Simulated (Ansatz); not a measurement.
C₈H₁₃ClFHfNO, SMILES `C[O][Hf]1234([Cl])([N](C)C)[C@@H]5[C@H]1[C@H]2[C@@]3(F)[C@@H]54` at its PBE0-D4/def2-TZVP geometry, where that method's forces vanish. Total charge 0; spin multiplicity 1. Hf: def2 effective core potential.

```xyz
26

C    -0.1733    1.8756    2.8029
O    -0.2095    0.8419    1.8824
Hf   -0.4443   -0.3648    0.4097
Cl   -1.1929   -2.4121    1.4001
N     1.4298   -0.7535   -0.2726
C     2.1472   -0.8114   -1.5143
C     2.2861   -1.0968    0.8463
C    -0.8436    0.8206   -1.7458
C    -1.7421    1.3603   -0.8072
C    -2.6934    0.3620   -0.4761
C    -2.3870   -0.7610   -1.2644
F    -3.0839   -1.8853   -1.2835
C    -1.2346   -0.5167   -2.0225
H    -0.5221    1.5286    3.7817
H    -0.8154    2.7076    2.4882
H     0.8475    2.2575    2.9182
H     1.5079   -0.5397   -2.3545
H     2.5388   -1.8211   -1.7066
H     3.0098   -0.1277   -1.5143
H     3.1394   -0.4084    0.9319
H     2.6780   -2.1191    0.7540
H     1.7423   -1.0546    1.7986
H     0.0003    1.3328   -2.1826
H    -1.7043    2.3548   -0.3884
H    -3.5157    0.4428    0.2189
H    -0.7649   -1.2124   -2.7003
```

Task: What forces (eV/Å) does r2SCAN-D4/def2-TZVPP give on these atoms in Ansatz? (An estimate is asked.)

Result: Computed: 
```
C1   0.010  0.235  0.212
O2   0.019 -0.132 -0.075
Hf3 -0.060 -0.027 -0.001
Cl4 -0.025 -0.085  0.044
N5  -0.113  0.035 -0.040
C6   0.111 -0.004 -0.207
C7   0.118 -0.052  0.184
C8   0.167  0.116 -0.122
C9  -0.022  0.218  0.065
C10 -0.217  0.031  0.152
C11  0.052  0.161 -0.030
F12 -0.177 -0.305  0.008
C13  0.112 -0.172 -0.189
H14  0.004  0.002 -0.012
H15  0.004 -0.006  0.002
H16 -0.010 -0.003  0.000
H17  0.007 -0.004  0.018
H18  0.008 -0.003  0.004
H19  0.010 -0.001  0.003
H20  0.009  0.003 -0.004
H21  0.003 -0.003 -0.005
H22 -0.008  0.000 -0.015
H23 -0.002 -0.001  0.001
H24  0.001 -0.004  0.003
H25  0.005 -0.003 -0.001
H26 -0.006  0.002  0.003
```
